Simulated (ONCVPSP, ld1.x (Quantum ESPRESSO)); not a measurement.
**Potentials for indium compared**

Generated with ld1.x 7.5 (TM, RRKJ, ultrasoft, PAW), atompaw 4.2 or ONCVPSP 4.0.1. The cutoff is in Ry: for ld1.x and atompaw files where the sum of valence levels is converged to 10 mRy in a Bessel basis, for ONCV files where the hardest occupied wave has 1 mHa per electron of residual kinetic energy. The error is the largest all-electron minus pseudo excitation energy over each file’s own four to seven test configurations (ionisations up to +4, promotions, holes and added fractions of an electron), all of which were solved. The labels leave out finer settings (local radius, basis sizes, second energies), which also bear on the numbers. Spin-polarised tests are not counted. The rows are a selection from randomly drawn settings: files with unsolved tests, undetermined cutoffs or missed reference levels are left out.

A true bound ghost makes a file unfit for plane-wave use even where its test errors are small: the radial tests pick states by their node count and pass the ghost by.

| potential | cutoff (Ry) | largest error (meV) | bound ghosts |
| --- | --- | --- | --- |
| ONCV, PBE, fully relativistic, rc 1.40/1.65/1.15/1.25 (spdf), local smoothed, core correction no, reference 4s2 4p6 4d10 5s1.75 5p1.25, qcut 10.6/9/7.8/8.5, projectors 2/2/2/3 | 152 | +0.2 | f7/2, f5/2 |
| RRKJ, revPBE, fully relativistic, rc 1.95/2.20/1.55 (spd), local smoothed, core correction no, reference 4d10 5s2 5p1 | 70 | +199 | s |
| RRKJ, LDA (PZ), scalar-relativistic, rc 2.20/2.65/1.50 (spd), local s, core correction yes, reference 4d10 5s2 5p1 | 70 | -238 | none |
| TM, PBE, scalar-relativistic, rc 1.90/2.40 (sp), local p, core correction no, reference 5s1 5p2 | 12 | +107 | none |
| ONCV, PBE, fully relativistic, rc 1.95/2.70/1.70 (spd), local smoothed, core correction yes, reference 4d10 5s2 5p0.5, qcut 2.6/2.4/11.1, projectors 3/2/2 | 74 | +16 | s |

(1) Fill in the row for In: TM semilocal, PBE, scalar-relativistic, rc 2.25/3.10/1.80 (spd), local p, core correction yes, reference 4d10 5s2 5p1.

(2) Fill in the row for In: TM semilocal, PW91, scalar-relativistic, rc 1.65/2.50/2.65 (spd), local p, core correction yes, reference 5s1 5p0.

(3) Fill in the row for In: PAW, PBEsol, scalar-relativistic, rc 2.10/2.80 (sp), local smoothed, core correction yes, reference 5s2 5p1.

## Answers

(1) cutoff 70 Ry, largest error -71 meV, bound ghosts: none.

(2) cutoff 25 Ry, largest error -178 meV, bound ghosts: none.

(3) cutoff 8 Ry, largest error -253 meV, bound ghosts: none.
